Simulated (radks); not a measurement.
Values are calculated unless marked as measured or tabulated.
Species: Re+. Configuration: [Xe] 4f14 5d5 6s1. Level of theory: Dirac Kohn-Sham, BLYP, spin-unpolarised, spherical densities, finite nucleus; open shells fill j = l - 1/2 first; Fermi nuclear charge, rms radius 5.3698 fm (a radial shooting solver on a logarithmic mesh with Libxc functionals).

Spin-orbit splittings of the eigenvalues, e(l+1/2) - e(l-1/2), with zeta = 2 splitting/(2l+1) and mean radii in bohr:

shell  occ.  splitting (eV)  zeta (eV)  <r> j=l-1/2  <r> j=l+1/2
2p        6            1440      960.0      0.06246      0.07053
3p        6               ?          ?       0.1870       0.2019
3d       10           67.89      27.15       0.1765       0.1811
4p        6           73.00      48.67       0.4450       0.4785
4d       10           13.49      5.395       0.4934       0.5048
4f       14           2.512     0.7176       0.5764       0.5853
5p        6           10.97      7.316        1.138        1.241
5d        5          0.9124     0.3650        1.830        1.902
6p        0          0.8427     0.5618        3.622        3.944

Estimate the 3p splitting.

Answer. 312.7 eV (zeta = 208.5 eV).
